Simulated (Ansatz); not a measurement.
`BBBr` + `NC(F)S` → `BNC(F)S` + `BBr`  (cleavage of the B–B bond)

Isolated molecules relaxed with PBE0-D4/def2-TZVP in Ansatz; ΔE leaves out vibrations. CCSD(T)/CBS is the MP2 limit (def2-TZVPP, def2-QZVPP) plus CCSD(T) − MP2 in def2-TZVPP, frozen cores. DFT in def2-TZVPP. For Br outer-core shells are correlated without core-valence functions, which leaves a few kJ/mol of doubt a bond. Scalar relativity is left out up to krypton. One conformer a species, not always the lowest.

| level | ΔE (kcal/mol) |
| --- | --- |
| ωB97X-V | -33.5 |
| ωB97M-V | -34.8 |

(1) What does CCSD(T)/CBS give? (Estimate.)

Largest T1 diagnostic among the species: 0.013.

Answers

(1) Computed: -34.6 kcal/mol. The listed levels differ from it by 1.1, -0.2 kcal/mol.

In def2-TZVPP, CCSD(T) changes the Hartree–Fock value by −2.3 kcal/mol (the triples alone add −0.6 kcal/mol) and MP2 by −3.7 kcal/mol.
